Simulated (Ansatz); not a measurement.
Consider the formal exchange of groups at a Ge–Si bond: `N[SiH](Cl)[GeH3]` + `F[C@H]1C[C@@H]1F` → `F[C@H]1C[C@@H]1[GeH3]` + `N[SiH](F)Cl`.

Computed with Ansatz on PBE0-D4/def2-TZVP structures; ΔE is electronic, products minus reactants. CCSD(T)/CBS adds triple-zeta CCSD(T) − MP2 to the extrapolated MP2 energy (def2 sets, frozen cores). This one scheme is used for every species. Functionals use def2-TZVPP. For Ge outer-core shells are correlated without core-valence functions, which leaves a few kJ/mol of doubt a bond. Scalar relativity is left out up to krypton. Each species was taken in one conformer, which may not be the lowest.

`N[SiH](Cl)[GeH3]`:

Z-matrix (Å, degrees):
```
Si
Cl 1 2.081
Ge 1 2.374 2 106.7
N 1 1.705 2 114.6 3 -120.8
H 1 1.481 2 105.1 3 121.7
H 3 1.539 1 109.3 2 -72.7
H 3 1.535 1 110.7 2 46.9
H 3 1.538 1 110.9 2 168.0
H 4 1.008 1 120.2 2 -73.8
H 4 1.007 1 120.6 2 72.2
```

`F[C@H]1C[C@@H]1F`:

Z-matrix (Å, degrees):
```
C
C 1 1.495
C 1 1.476 2 60.4
F 1 1.360 2 118.7 3 108.1
H 1 1.084 2 118.6 3 -108.5
H 2 1.083 1 116.7 3 108.5
H 2 1.083 1 118.3 3 -105.8
F 3 1.360 1 118.3 2 -108.8
H 3 1.084 1 118.6 2 108.6
```

`F[C@H]1C[C@@H]1[GeH3]`:

Z-matrix (Å, degrees):
```
C
C 1 1.479
C 1 1.488 2 61.6
F 1 1.365 2 117.5 3 108.0
H 1 1.085 2 120.6 3 -110.9
H 2 1.083 1 116.4 3 -106.8
H 2 1.084 1 118.7 3 109.2
Ge 3 1.939 1 121.1 2 -110.4
H 3 1.085 1 113.6 2 104.9
H 8 1.540 3 107.9 1 32.7
H 8 1.538 3 110.8 1 -86.9
H 8 1.538 3 110.5 1 151.8
```

`N[SiH](F)Cl`:

```xyz
7

N     0.754    0.424    0.635
Si   -0.514   -0.161   -0.309
F    -0.989   -1.637    0.062
Cl    0.131   -0.253   -2.241
H     1.714    0.184    0.452
H     0.607    0.746    1.577
H    -1.702    0.697   -0.175
```

| level | ΔE (eV) |
| --- | --- |
| PBE0-D4 | -2.03 |
| MP2/def2-TZVPP | -2.45 |

(1) What does CCSD(T)/CBS give? (Best estimate.)

Largest T1 diagnostic among the species: 0.011.

## Answers

(1) Ansatz gave: -2.31 eV. The listed levels differ from it by 0.28, -0.14 eV.

From PBE to PBE0 (25 % exact exchange), in def2-TZVPP and without D4, ΔE moves by −0.11 eV.
